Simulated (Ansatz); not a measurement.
CH$_{5}$InS (`C[S][InH2]`). Charge 0, multiplicity 1. Correlated methods include outer-core shells of In, which these sets cover unevenly. In: def2 effective core potential.

Z-matrix (Å, degrees):
```
C
S 1 1.820
H 1 1.090 2 112.0
H 1 1.090 2 108.9 3 120.6
H 1 1.090 2 108.9 3 -120.6
In 2 2.375 1 103.3 3 -0.6
H 6 1.718 2 113.6 1 0.1
H 6 1.710 2 116.4 1 -180.0
```

(1) Give the diagnostics of a CCSD(T)/def2-TZVPP run (frozen core, the Gaussian-basis code of Ansatz). (An estimate is asked.)

## Answers

(1) The calculation gave: T1 = 0.0141, largest single amplitude 0.029, largest double 0.054, (T) share of the correlation energy 3.6 %, 10 CCSD cycles. The RHF solution is stable towards an unrestricted one. T1 lies under the customary mark of 0.02 for closed shells.
